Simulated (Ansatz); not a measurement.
Ideal-gas functions of AlH₄NSe (`[NH2][AlH][SeH]`) at 298.15 K and 1 bar, from an Ansatz frequency run at PBE0-D4/def2-TZVP.

Molar mass 123.98 g/mol, point group Cs (symmetry number 1), electronic degeneracy 1, moments of inertia 25.488, 225.491, 250.979 u Å². Harmonic wavenumbers (cm⁻¹, unscaled): 148, 184, 330, 373, 397, 505, 516, 614, 732, 835, 1567, 1957, 2447, 3610, 3701.

Use S(trans) = R[1.5 ln M + 2.5 ln T − 1.1517]; rotational temperatures θ = 24.2544 K / I; S(rot) = R[ln(√π/σ · √(T³/θAθBθC)) + 1.5]; for each mode x = 1.438777 ν̃/T, S = R[x/(eˣ − 1) − ln(1 − e⁻ˣ)] and H = RT x/(eˣ − 1); 1 cm⁻¹ = 0.0119627 kJ/mol; R = 8.31446 J/(mol·K).

Question: By hand: the entropy, in J/(mol·K).

Answer: Translation 169.0. Rotation: θ = 0.9516, 0.1076, 0.0966 K, giving 107.5. Vibration, mode by mode: 11.29, 9.57, 5.27, 4.47, 4.07, 2.70, 2.59, 1.78, 1.13, 0.76, 0.04, 0.01, 0.00, 0.00, 0.00, in all 43.7. Electronic 0.0. Sum 320.2 J/(mol·K).

Question: By hand: H − E and G − E in kJ/mol, counted from the electronic energy.

Answer: Zero-point energy ½ × 17916 × 0.0119627 = 107.2; thermal vibration 7.9; translation, rotation and pV give 4 RT = 9.9. H − E = 125.0 kJ/mol, and G − E = 125.0 − 298.15 × 320.2/1000 = 29.5 kJ/mol.

Vibration gives 14 % of the entropy, 11.3 J/(mol·K) of it from the mode under 150 cm⁻¹: soft modes count most, and the harmonic formula is weakest for them. The sum counts one conformer and one mirror image; others add a mixing term.
